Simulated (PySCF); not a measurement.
**Zn(24+) (zinc, charge +24): Hartree-Fock from Schrödinger to Dirac-Coulomb-Breit**

Occupied: 1s1/2, 2s1/2, 2p1/2. Hartree-Fock calculated with PySCF 2.14 in an even-tempered Gaussian basis (16 s from 2.3 bohr⁻², ratio 2.7; 11 p from 2.8 bohr⁻², ratio 2.7), Gaussian nucleus throughout. NR is non-relativistic, sf-X2C the spin-free one-electron X2C Hamiltonian, X2C adds the bare one-electron spin-orbit term, X2C-SNSO screens it by Boettger's factors, DC is four-component Dirac-Coulomb, and the Gaunt and Breit terms are added at first order (total energies over the DC spinors, levels after relaxing the spinors in that mean field). QED terms are absent. Levels marked empty are virtual spinors of this ion.

```
Hamiltonian  E (hartree)
        X2C   -1270.5235
   X2C-SNSO   -1270.4226
         DC   -1270.6521
   DC+Gaunt   -1270.0696
   DC+Breit   -1270.0989
```

| level (eV) | X2C | X2C-SNSO | DC | DC+Gaunt | DC+Breit |
| --- | --- | --- | --- | --- | --- |
| 1s1/2 | -11206.9 | -11207.1 | -11211.0 | -11199.3 | -11199.6 |
| 2s1/2 | -2438.7 | -2438.8 | -2439.2 | -2438.2 | -2438.3 |
| 2p1/2 | -2361.1 | -2359.8 | -2360.0 | -2357.9 | -2358.2 |
| 2p3/2 (empty) | -2208.7 | -2209.4 | -2209.4 | -2208.3 | -2208.6 |
| 3s1/2 (empty) | -968.40 | -968.41 | -968.51 | -968.23 | -968.27 |

How large are the two-electron picture-change error of X2C and the Breit correction in the total energy?

X2C-1e lies 0.1286 hartree above Dirac-Coulomb; Gaunt adds 0.5825 and the full Breit term 0.5532 hartree.

Weight of the small component: 1s1/2 0.0118, 2s1/2 0.00256, 2p1/2 0.00254, 2p3/2 0.00244, 3s1/2 0.000987.

Koopmans' value for the highest occupied level at DC+Breit: 2358.2 eV, against an ionisation energy of 2358 ± 1.6 eV (semi-empirical (NIST evaluation); NIST Atomic Spectra Database, ionization energies); the former lacks relaxation, correlation, QED and recoil.

The whole ladder took 44 s of wall time on 1 thread of Intel(R) Xeon(R) 6975P-C (shared host), launched as `OMP_NUM_THREADS=1 python relrun2.py TASK.json OUT` (a driver that calls PySCF for each Hamiltonian).
